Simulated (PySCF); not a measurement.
Computed IR spectrum (relative IR intensity) of a molecule C3H9OSi, multiplicity 2. Geometry optimised at PBE-D3(BJ)/def2-SVP. The values are those of a single conformer. Level of theory: PBE-D3(BJ)/def2-SVP run with PySCF. Frequencies are harmonic and unscaled.

Lines under 2 % of the strongest are left out, and lines within 2 cm⁻¹ are merged.

ν (cm⁻¹): 258 (vw), 292 (vw), 650 (vw), 701 (w), 750 (m), 795 (m), 827 (s), 1116 (vs), 1166 (s), 1193 (w), 1202 (w), 1367 (vw), 1372 (vw), 1386 (w), 1419 (vw), 1422 (w), 1424 (w), 2909 (s), 2958 (vw), 2965 (vw), 2976 (m), 3030 (m), 3057 (vw), 3064 (vw), 3078 (vw) (against the strongest line: vs over 80 %, s over 45 %, m over 15 %, w over 4 %, vw less)

Problem. Pick the molecule that these values belong to.
A. C[Si](C)(C)[O]
B. CO[Si](C)C
C. CCO[SiH]C
D. [CH2][Si](C)(C)O

Solution. B, CO[Si](C)C
